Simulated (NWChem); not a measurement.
System: C$_{3}$H$_{7}$O$_{2}$, doublet; SMILES CC([O])CO

Input file for NWChem:

```
start job
memory heap 200 mb stack 900 mb global 1100 mb
geometry units angstroms noautoz
  C      1.383824    -0.766458     0.100102
  C     -0.082884    -0.527337    -0.249448
  O     -0.883840    -1.586971     0.014243
  C     -0.646782     0.777568     0.315403
  O      0.109925     1.843059    -0.189329
  H      1.487154    -0.921134     1.185432
  H      1.759358    -1.661687    -0.414485
  H      1.986761     0.105685    -0.186410
  H     -0.147694    -0.431787    -1.365122
  H     -0.608503     0.722292     1.422681
  H     -1.713228     0.833563     0.024005
  H     -0.187014     2.658089     0.224803
end
basis spherical
  * library 6-31g*
end
dft
  odft
  mult 2
  xc rpbe cpbe96
  iterations 150
  mulliken
end
task dft energy
```

NWChem printed, in part:

```
             Northwest Computational Chemistry Package (NWChem) 7.3.0
             --------------------------------------------------------

 C1  symmetry detected

                             Geometry "geometry" -> ""
                             -------------------------

 Output coordinates in angstroms (scale by  1.889725989 to convert to a.u.)

  No.       Tag          Charge          X              Y              Z
 ---- ---------------- ---------- -------------- -------------- --------------
    1 C                    6.0000     1.38427352    -0.75388463     0.11992064
    2 C                    6.0000    -0.07631084    -0.53359643    -0.26577723
    3 O                    8.0000    -0.86875542    -1.60546523    -0.02699590
    4 C                    6.0000    -0.67259112     0.76074151     0.29005889
    5 O                    8.0000     0.08165146     1.83895296    -0.19078323
    6 H                    1.0000     1.46221536    -0.91206789     1.20686411
    7 H                    1.0000     1.78524947    -1.64144082    -0.38872740
    8 H                    1.0000     1.98199006     0.12786273    -0.14749680
    9 H                    1.0000    -0.11415044    -0.43385823    -1.38232507
   10 H                    1.0000    -0.66162333     0.70094227     1.39770912
   11 H                    1.0000    -1.73198758     0.80322603    -0.02810697
   12 H                    1.0000    -0.23709119     2.64787139     0.21910224

 Effective nuclear repulsion energy (a.u.)     184.4075661409

  pbe96 is a nonlocal functional; adding pw91lda local functional.

                                 NWChem DFT Module
                                 -----------------

 Summary of "ao basis" -> "ao basis" (spherical)
 ------------------------------------------------------------------------------
       Tag                 Description            Shells   Functions and Types
 ---------------- ------------------------------  ------  ---------------------
 C                           6-31g*                  6       14   3s2p1d
 O                           6-31g*                  6       14   3s2p1d
 H                           6-31g*                  2        2   2s

            General Information
            -------------------
          SCF calculation type: DFT
          Wavefunction type:  spin polarized.
          No. of atoms     :    12
          No. of electrons :    41
           Alpha electrons :    21
            Beta electrons :    20
          Charge           :     0
          Spin multiplicity:     2
          Use of symmetry is: off; symmetry adaption is: off
          Maximum number of iterations: 150
          AO basis - number of functions:    84
                     number of shells:    44
          Convergence on energy requested:  1.00D-06
          Convergence on density requested:  1.00D-05
          Convergence on gradient requested:  5.00D-04

              XC Information
              --------------
                          RPBE Exchange Functional  1.000
            Perdew 1991 LDA Correlation Functional  1.000 local
           PerdewBurkeErnz. Correlation Functional  1.000 non-local

             Grid Information
             ----------------
          Grid used for XC integration:  medium
          Radial quadrature: Mura-Knowles
          Angular quadrature: Lebedev.
          Tag              B.-S. Rad. Rad. Pts. Rad. Cut. Ang. Pts.
          ---              ---------- --------- --------- ---------
          C                   0.70       49          10.0       434
          O                   0.60       49          11.0       434
          H                   0.35       45          11.0       434
          Grid pruning is: on
          Number of quadrature shells:   560
          Spatial weights used:  Erf1

      Superposition of Atomic Density Guess
      -------------------------------------

 Sum of atomic energies:        -265.97709468

      Non-variational initial energy
      ------------------------------

 Total energy =    -268.443607
 1-e energy   =    -727.385914
 2-e energy   =     274.534740
 HOMO         =      -0.293390
 LUMO         =       0.124585

     ---------------------------------------------
      Total Density - Mulliken Population Analysis
     ---------------------------------------------

    Atom       Charge   Shell Charges
 -----------   ------   -------------------------------------------------------
    1 C    6     6.70   2.00  0.72  2.05  0.67  1.22  0.03
    2 C    6     5.65   2.00  0.69  1.66  0.52  0.71  0.07
    3 O    8     8.88   2.00  0.96  3.02  0.98  1.91  0.01
    4 C    6     5.90   2.00  0.69  1.72  0.57  0.86  0.06
    5 O    8     8.85   2.00  0.93  3.06  0.92  1.93  0.02
    6 H    1     0.75   0.45  0.30
    7 H    1     0.76   0.46  0.30
    8 H    1     0.77   0.46  0.31
    9 H    1     0.67   0.39  0.28
   10 H    1     0.77   0.46  0.32
   11 H    1     0.83   0.48  0.34
   12 H    1     0.46   0.36  0.10

     --------------------------------------------
      Spin Density - Mulliken Population Analysis
     --------------------------------------------

    Atom       Charge   Shell Charges
 -----------   ------   -------------------------------------------------------
    1 C    6     0.03   0.00  0.00  0.02 -0.00  0.00  0.00
    2 C    6     0.17   0.00  0.00  0.12  0.00  0.03  0.01
    3 O    8     0.36   0.00  0.00  0.23  0.00  0.13 -0.00
    4 C    6     0.12   0.00  0.01  0.09 -0.00  0.03  0.00
    5 O    8     0.02   0.00  0.00  0.01  0.00  0.00  0.00
    6 H    1     0.03   0.01  0.02
    7 H    1     0.01   0.01  0.00
    8 H    1     0.00   0.00  0.00
    9 H    1     0.20   0.10  0.10
   10 H    1     0.06   0.03  0.04
   11 H    1     0.00   0.00 -0.00
   12 H    1     0.00   0.00  0.00

   convergence    iter        energy       DeltaE   RMS-Dens  Diis-err
 ---------------- ----- ----------------- --------- --------- ---------
 d= 0,ls=0.0,diis     1   -268.6953855069 -4.53D+02  2.11D-02  2.97D-01
                                                     2.09D-02  3.47D-01
 d= 0,ls=0.0,diis     2   -268.1707374522  5.25D-01  1.81D-02  1.82D+00
                                                     1.53D-02  1.43D+00
 d= 0,ls=0.0,diis     3   -268.8723564097 -7.02D-01  1.76D-03  1.70D-02
                                                     2.33D-03  1.39D-02
 d= 0,ls=0.0,diis     4   -268.8721106065  2.46D-04  1.19D-03  2.01D-02
                                                     1.20D-03  1.80D-02
 d= 0,ls=0.0,diis     5   -268.8798171929 -7.71D-03  1.71D-04  3.26D-04
                                                     2.14D-04  3.01D-04
  Resetting Diis
 d= 0,ls=0.0,diis     6   -268.8799459114 -1.29D-04  7.80D-05  4.77D-05
                                                     1.98D-04  3.89D-05
 d= 0,ls=0.0,diis     7   -268.8799661794 -2.03D-05  8.61D-05  2.02D-05
                                                     1.15D-04  1.71D-05
 d= 0,ls=0.0,diis     8   -268.8799601998  5.98D-06  5.04D-05  3.89D-05
                                                     9.77D-05  3.89D-05
 d= 0,ls=0.0,diis     9   -268.8799819040 -2.17D-05  1.46D-05  2.07D-06
                                                     6.49D-05  8.99D-07
 d= 0,ls=0.0,diis    10   -268.8799840784 -2.17D-06  3.31D-05  1.43D-06
                                                     1.71D-04  7.49D-07
 d= 0,ls=0.0,diis    11   -268.8799880085 -3.93D-06  1.74D-05  2.60D-07
                                                     9.43D-05  1.83D-07
 d= 0,ls=0.0,diis    12   -268.8799888443 -8.36D-07  5.69D-06  1.28D-07
                                                     2.60D-05  9.80D-08
 d= 0,ls=0.0,diis    13   -268.8799889601 -1.16D-07  3.10D-06  1.75D-08
                                                     1.45D-05  1.01D-08
 d= 0,ls=0.0,diis    14   -268.8799889782 -1.81D-08  4.96D-07  3.88D-09
                                                     1.59D-06  3.64D-09

         Total DFT energy =     -268.879988978155
      One electron energy =     -731.363135955113
           Coulomb energy =      314.146225442720
    Exchange-Corr. energy =      -36.070644606647
 Nuclear repulsion energy =      184.407566140885

 Numeric. integr. density =       41.000006643341

                    DFT Final Alpha Molecular Orbital Analysis
                    ------------------------------------------

 Vector   19  Occ=1.000000D+00  E=-2.504238D-01
              MO Center= -3.8D-01, -9.9D-01, -2.2D-01, r^2= 2.1D+00
   Bfn.  Coefficient  Atom+Function         Bfn.  Coefficient  Atom+Function
  ----- ------------  ---------------      ----- ------------  ---------------
    33      0.508524   3 O  pz               37      0.353324   3 O  pz
    78      0.273558   9 H  s                19     -0.236501   2 C  pz
    77      0.229000   9 H  s                 6     -0.147606   1 C  s
    31      0.143639   3 O  px                3      0.140991   1 C  px
    72      0.128372   6 H  s                80      0.122222  10 H  s

 Vector   20  Occ=1.000000D+00  E=-2.212651D-01
              MO Center= -2.0D-01,  1.5D+00, -1.5D-02, r^2= 1.5D+00
   Bfn.  Coefficient  Atom+Function         Bfn.  Coefficient  Atom+Function
  ----- ------------  ---------------      ----- ------------  ---------------
    61      0.441827   5 O  pz               59      0.376314   5 O  px
    65      0.341456   5 O  pz               63      0.291038   5 O  px
    80     -0.203509  10 H  s                82      0.199964  11 H  s
    81      0.160592  11 H  s                79     -0.151280  10 H  s
    47     -0.146454   4 C  pz               45     -0.105689   4 C  px

 Vector   21  Occ=1.000000D+00  E=-2.119673D-01
              MO Center= -5.6D-01, -1.1D+00, -1.8D-02, r^2= 1.9D+00
   Bfn.  Coefficient  Atom+Function         Bfn.  Coefficient  Atom+Function
  ----- ------------  ---------------      ----- ------------  ---------------
    31      0.454271   3 O  px               32     -0.348238   3 O  py
    35      0.322127   3 O  px               36     -0.254046   3 O  py
    48      0.219360   4 C  s                 3      0.191590   1 C  px
     6     -0.166796   1 C  s                46     -0.165895   4 C  py
    62     -0.132889   5 O  s                17     -0.131785   2 C  px

 Vector   22  Occ=0.000000D+00  E= 4.330983D-02
              MO Center= -3.6D-01,  2.2D+00,  3.2D-01, r^2= 3.1D+00
   Bfn.  Coefficient  Atom+Function         Bfn.  Coefficient  Atom+Function
  ----- ------------  ---------------      ----- ------------  ---------------
    84      1.217308  12 H  s                62     -0.908912   5 O  s
    48     -0.578424   4 C  s                80      0.432965  10 H  s
    82      0.333437  11 H  s                64     -0.296491   5 O  py
    50      0.293473   4 C  py                6     -0.256986   1 C  s
    22      0.236925   2 C  py               65     -0.230208   5 O  pz

 Vector   23  Occ=0.000000D+00  E= 8.013059D-02
              MO Center=  6.8D-02, -3.8D-01, -7.7D-01, r^2= 4.2D+00
   Bfn.  Coefficient  Atom+Function         Bfn.  Coefficient  Atom+Function
  ----- ------------  ---------------      ----- ------------  ---------------
    78      1.388419   9 H  s                20     -1.027779   2 C  s
     6     -0.782024   1 C  s                23      0.784676   2 C  pz
    74      0.696559   7 H  s                82      0.690006  11 H  s
    48     -0.478453   4 C  s                22     -0.417572   2 C  py
    49      0.407995   4 C  px               76      0.397530   8 H  s

 Vector   24  Occ=0.000000D+00  E= 1.074024D-01
              MO Center=  3.3D-01, -3.5D-02,  9.3D-01, r^2= 4.7D+00
   Bfn.  Coefficient  Atom+Function         Bfn.  Coefficient  Atom+Function
  ----- ------------  ---------------      ----- ------------  ---------------
    72      1.268718   6 H  s                80      1.212623  10 H  s
     6     -1.001092   1 C  s                48     -0.893432   4 C  s
    78     -0.699044   9 H  s                 9     -0.586839   1 C  pz
    51     -0.582812   4 C  pz               84     -0.323153  12 H  s
    62      0.299685   5 O  s                20      0.288402   2 C  s

                     DFT Final Beta Molecular Orbital Analysis
                     -----------------------------------------

 Vector   18  Occ=1.000000D+00  E=-2.917913D-01
              MO Center= -5.3D-02,  8.6D-01, -4.2D-02, r^2= 2.9D+00
   Bfn.  Coefficient  Atom+Function         Bfn.  Coefficient  Atom+Function
  ----- ------------  ---------------      ----- ------------  ---------------
    59      0.320368   5 O  px               61     -0.284267   5 O  pz
    62      0.224545   5 O  s                63      0.224575   5 O  px
    45     -0.196812   4 C  px               65     -0.197101   5 O  pz
    18     -0.170158   2 C  py               47      0.163635   4 C  pz
    20     -0.148307   2 C  s                80      0.133890  10 H  s

 Vector   19  Occ=1.000000D+00  E=-2.206268D-01
              MO Center= -2.0D-01,  1.5D+00, -1.5D-02, r^2= 1.5D+00
   Bfn.  Coefficient  Atom+Function         Bfn.  Coefficient  Atom+Function
  ----- ------------  ---------------      ----- ------------  ---------------
    61      0.438775   5 O  pz               59      0.378076   5 O  px
    65      0.339871   5 O  pz               63      0.291769   5 O  px
    82      0.209335  11 H  s                80     -0.204914  10 H  s
    81      0.163829  11 H  s                79     -0.151595  10 H  s
    47     -0.141761   4 C  pz               45     -0.111835   4 C  px

 Vector   20  Occ=1.000000D+00  E=-1.957161D-01
              MO Center= -6.0D-01, -1.2D+00, -1.9D-02, r^2= 1.8D+00
   Bfn.  Coefficient  Atom+Function         Bfn.  Coefficient  Atom+Function
  ----- ------------  ---------------      ----- ------------  ---------------
    31      0.465070   3 O  px               32     -0.353963   3 O  py
    35      0.337893   3 O  px               36     -0.263370   3 O  py
    48      0.238092   4 C  s                 6     -0.182283   1 C  s
     3      0.180370   1 C  px               46     -0.156857   4 C  py
    62     -0.132736   5 O  s                17     -0.116557   2 C  px

 Vector   21  Occ=0.000000D+00  E=-1.679806D-01
              MO Center= -6.4D-01, -1.3D+00, -1.7D-01, r^2= 1.5D+00
   Bfn.  Coefficient  Atom+Function         Bfn.  Coefficient  Atom+Function
  ----- ------------  ---------------      ----- ------------  ---------------
    33      0.575063   3 O  pz               37      0.444691   3 O  pz
    78      0.277481   9 H  s                 6     -0.194759   1 C  s
    77      0.180625   9 H  s                48     -0.149733   4 C  s
    19     -0.138507   2 C  pz               31      0.125926   3 O  px
     3      0.111689   1 C  px               72      0.111875   6 H  s

 Vector   22  Occ=0.000000D+00  E= 4.402101D-02
              MO Center= -3.6D-01,  2.2D+00,  3.2D-01, r^2= 3.1D+00
   Bfn.  Coefficient  Atom+Function         Bfn.  Coefficient  Atom+Function
  ----- ------------  ---------------      ----- ------------  ---------------
    84      1.226315  12 H  s                62     -0.909440   5 O  s
    48     -0.585328   4 C  s                80      0.432781  10 H  s
    82      0.341891  11 H  s                64     -0.302669   5 O  py
    50      0.288465   4 C  py                6     -0.259399   1 C  s
    65     -0.230439   5 O  pz               22      0.218748   2 C  py

[...]
```

Level: RPBE/6-31G* (spherical d), spin-unrestricted. All runs use the structure optimised with PBE0/def2-SVP, spin-unrestricted. Not confirmed as a minimum by frequencies. No stability test was run on the SCF state.
